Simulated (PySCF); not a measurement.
Calculation: PySCF with B3LYP-D3(BJ)/def2-TZVP // PBE-D3(BJ)/def2-SVP. All species are isolated molecules in the gas phase. One relaxed conformer stands for a flexible species; it need not be the lowest. B3LYP has the VWN-RPA correlation part, as in Gaussian. 

Reference species: [Zr(H)4] (neutral, multiplicity 1).

```
Quantity                                                         Value
------------------------------------------------------------  --------
LUMO                                                          -2.76 eV
HOMO–LUMO gap                                                  5.58 eV
HOMO                                                          -8.34 eV
mean distance from the central atom to its bonded neighbours   1.854 Å
```

Changed species: [Zr(OH)(H)3] (3 of 4 OH replaced by H; the reference has 4 of 4 OH replaced by H).

Q: Predict the effect on the LUMO, HOMO–LUMO gap, HOMO and mean distance from the central atom to its bonded neighbours.

A: the LUMO rises by 0.68 eV, to -2.08 eV; the HOMO–LUMO gap increases by 0.19 eV, to 5.77 eV; the HOMO increases by 0.49 eV, to -7.85 eV; the mean distance from the central atom to its bonded neighbours increases by 0.020 Å, to 1.874 Å.
